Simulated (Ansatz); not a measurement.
Molecule: silylphosphine, sum formula SiPH5, charge 0, multiplicity 1. 
Geometry from a B3LYP-D3(BJ)/def2-TZVP (Ansatz, a first-principles code) optimisation:
```
Si
H 1 1.4814
H 1 1.4814 2 109.01
H 1 1.4818 2 108.98 3 -118.83
P 1 2.2675 2 107.93 4 -124.18
H 5 1.4194 1 94.18 2 168.19
H 5 1.4194 6 93.73 1 94.47
```

Basis-set convergence of Hartree-Fock and CCSD correlation energies (hartree) with Ansatz. Valence correlation only, unless marked. No spin-orbit coupling. Non-relativistic.

```
basis            functions       E(HF)  E(corr, CCSD)
---------------  ---------  ----------  -------------
aug-cc-pV(D+d)Z        109  -632.58679       -0.29461
aug-cc-pV(T+d)Z        225           ?              ?
```

Task: Some entries are withheld; supply them.

Result: 
- aug-cc-pV(T+d)Z, E(HF): -632.61067
- aug-cc-pV(T+d)Z, E(corr, CCSD): -0.34398
